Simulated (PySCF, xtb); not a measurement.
SiCl₃I, SMILES Cl[Si](Cl)(Cl)I.

Geometry: PBE0-D3(BJ)/def2-SVP. The def2 effective core potentials stand for the cores of I; spin–orbit coupling is left out.

The numbers are results of C-PCM-B3LYP/def2-SVP (PySCF), not measurements.

The values are the electrostatic part of the solvation free energy, E(continuum) − E(gas) at the gas-phase geometry, in a cavity of scaled van der Waals radii (PySCF's table); cavitation and dispersion terms are not included. In vacuum the orbital gap is 6.29 eV. The dipole moment in vacuum is 0.41 D.

```tsv
solvent	ε	ΔG(elec) (kcal/mol)	dipole (D)	gap (eV)
water	78.36	-0.9	0.60	6.31
acetone	20.49	-0.8	0.59	6.31
chloroform	4.71	-0.7	0.55	6.31
```

For comparison, GFN2-xTB/ALPB(water) (xtb, at the GFN2-xTB geometry, all terms of that model) gives -1.1 kcal/mol.
